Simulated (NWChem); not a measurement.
# boron monoxide dimer (B₂O₂); SMILES O=BB=O

```xyz
4

O      0.0000     0.0000    -2.0254
B      0.0000     0.0000    -0.8262
B      0.0000     0.0000     0.8262
O      0.0000     0.0000     2.0254
```
Atoms are numbered in this order, from 1.

Program: NWChem. Pople sets run with spherical d functions. The geometry was optimised at PBE0/def2-SVP. B3LYP is NWChem's, with the RPA form of VWN correlation.

Task: What does the run give for B3LYP/6-311++G**? Quantities: highest occupied level (eV); orbital gap (eV).

Result: 
```json
{
  "highest occupied level (eV)": "-10.75",
  "orbital gap (eV)": "8.03"
}
```
